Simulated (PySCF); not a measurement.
C9H6N4, SMILES C12N3C(C=CC=C3C=CN=1)=NC=N2.

Coordinates come from a PBE0-D3(BJ)/def2-SVP optimisation.

Computed with PySCF with M06-2X/def2-SVP.

Symmetry labels are those of the subgroup Cs that the program uses (full group Cs).

Computed valence orbital energies around the gap with their symmetry:
```tsv
orbital	symmetry	energy (eV)
HOMO−7	A'	-12.54
HOMO−6	A"	-10.90
HOMO−5	A'	-10.33
HOMO−4	A"	-10.10
HOMO−3	A"	-9.89
HOMO−2	A'	-9.40
HOMO−1	A'	-9.00
HOMO	A"	-6.55
LUMO	A"	-1.56
LUMO+1	A"	-0.36
LUMO+2	A"	-0.31
LUMO+3	A'	2.41
```
